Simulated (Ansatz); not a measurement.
`F[SiH2]C[SiH2]F` + PH₃ → `F[SiH2]P` + `C[SiH2]F` at 298.15 K and 1 bar (ligand exchange at the Si–C bond).

Calculated with Ansatz (gas phase, PBE0-D4/def2-TZVP geometries, no zero-point term in ΔE). CBS: MP2 limit from def2 TZ/QZ plus the TZ coupled-cluster correction, frozen cores. This one scheme is used for every species. One conformer a species, not always the lowest.

| species | CCSD(T)/CBS energy (Eh) | H − E (kJ/mol) | S (J/(mol·K)) |
| --- | --- | --- | --- |
| `F[SiH2]C[SiH2]F` | -819.54869 | 199.0 | 363.7 |
| PH₃ | -342.72256 | 73.1 | 210.2 |
| `F[SiH2]P` | -732.27050 | 114.4 | 302.0 |
| `C[SiH2]F` | -430.00374 | 162.8 | 286.2 |

H − E and S are ideal-gas, rigid-rotor, harmonic terms from PBE0-D4/def2-TZVP, for one conformer and one mirror image of each species. 1 Eh = 2625.50 kJ/mol, R = 8.31446 J/(mol·K).

**Question.** By hand: ΔE, ΔH, ΔS and ΔG.

**Answer.** ΔE = (-732.27050) + (-430.00374) − (-819.54869) − (-342.72256) = -0.00299 Eh = -7.9 kJ/mol. Δ(H − E) = 114.4 + 162.8 − 199.0 − 73.1 = 5.1, so ΔH = -2.8 kJ/mol. ΔS = 302.0 + 286.2 − 363.7 − 210.2 = 14.3 J/(mol·K). ΔG = -2.8 − 298.15 × (14.3)/1000 = -7.1 kJ/mol.

**Question.** By hand: the equilibrium constant, and the temperature at which ΔG would vanish if ΔH and ΔS stayed fixed.

**Answer.** log₁₀ K = −ΔG/(RT ln 10) = 1.2. ΔH and −TΔS have one sign here, so there is no such temperature.

TΔS isn't small against ΔH here. A doubt of 5 kJ/mol in ΔE shifts log₁₀ K by 0.9 here. Other conformers and mirror images would add mixing entropy, several J/(mol·K) or more a flexible species. Modes under 60 cm⁻¹, often nearly free rotors, make the harmonic entropy too high. These are equilibria of isolated gas molecules and say nothing of rates. Largest T1 diagnostic: 0.013 (customary marks: 0.02 for closed shells, 0.045 for open ones).
